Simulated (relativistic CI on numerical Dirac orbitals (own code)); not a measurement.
Sensitivity of the levels of Rh26+ to α and to the nuclear radius

Computed by Dirac-Coulomb-Breit CI, KLI orbitals optimised for each configuration, derivatives by finite differences, unscaled Slater integrals, QED left out (own radial code, finite nucleus).

CI space (outside the closed core [Ne]): 3s²3p⁶3d, 3s²3p⁵3d², 3s3p⁶3d², 3s²3p⁶4s, 3s²3p⁶4p, 3p⁶3d³, 3p⁵3d⁴. Double excitations out of closed p, d and f shells are left out; levels of such configurations are missing from the list, as are those of other unlisted configurations, and high levels can miss mixing partners.

With x = (α/α₀)² − 1 an excitation energy changes as ω = ω₀ + qx; K = 2q/ω₀ is the relative enhancement. Terms are leading LS components, so labels can repeat. The field-shift factor is F = δν/δ⟨r²⟩ for the transition from the lowest level.

Lowest level 3s²3p⁶3d ²D3/2.

```
            Level  ω₀ (cm⁻¹)  q (cm⁻¹)  F (GHz/fm²)
   3s²3p⁶3d ²D5/2      53223     53070        0.333
 3s²3p⁵3d² ⁴D°1/2    1007708     37850         1.93
 3s²3p⁵3d² ⁴D°3/2    1017781     38510         1.98
 3s²3p⁵3d² ⁴D°5/2    1042418     53270         2.11
 3s²3p⁵3d² ⁴G°7/2    1068632     47850         2.16
 3s²3p⁵3d² ²F°5/2    1076682     50220         2.15
 3s²3p⁵3d² ⁴D°7/2    1085432     75460         2.09
 3s²3p⁵3d² ⁴G°9/2    1089853     72780         2.33
3s²3p⁵3d² ⁴G°11/2    1108081     95870         2.53
 3s²3p⁵3d² ²D°3/2    1113703     69390         2.15
 3s²3p⁵3d² ⁴P°5/2    1116371     80200         2.29
 3s²3p⁵3d² ⁴P°3/2    1122194     60970         1.94
 3s²3p⁵3d² ²G°7/2    1139553     72530         2.34
```

At this charge energies of transitions that change n are usually good to better than 1 %, and those within a shell (Δn = 0) to a few per cent.

Task: Which transition from the lowest level has the largest |K|?

Result: 3s²3p⁶3d ²D5/2 at 53223 cm⁻¹, K = 1.99.
